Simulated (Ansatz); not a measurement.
Gas-phase reaction in SMILES: CCCC → 2 [CH2]C (the C-C bond at the site shown breaks; other sites are not compared here)
Geometries: B3LYP-D3(BJ)/def2-TZVP minima from Ansatz (a program for electronic structure), one conformer each, not searched for the lowest.

Wanted: bond dissociation energy (electronic energy difference), in kJ/mol. Valence correlation only, unless marked. Open shells are spin-unrestricted. Spin-orbit coupling is left out. No relativistic terms. CBS marks a two-point X^-3 extrapolation of the correlation energy; Hartree-Fock from the larger set. The bracket is a focal-point correction in the basis named.

| level | program | bond dissociation energy (kJ/mol) |
|---|---|---|
| PBE-D4/def2-TZVPD | Ansatz + dftd4 | 382.2 |
| revPBE-D4/def2-TZVPD | Ansatz + dftd4 | 374.0 |
| r2SCAN-D4/def2-TZVPD | Ansatz + dftd4 | ? |
| PBE0-D3(BJ)/def2-TZVPD | Ansatz + dftd3 | 380.0 |
| LC-wPBE-D4/def2-TZVPD | Ansatz + dftd4 | 381.3 |
| RI-MP2/CBS(cc-pVTZ,cc-pVQZ)+[CCSD(T)-MP2]/cc-pVTZ | Ansatz | ? |

### Question
Complete the blanks.

### Answer

- r2SCAN-D4/def2-TZVPD, bond dissociation energy (kJ/mol): 353.5
- RI-MP2/CBS(cc-pVTZ,cc-pVQZ)+[CCSD(T)-MP2]/cc-pVTZ, bond dissociation energy (kJ/mol): 397.9
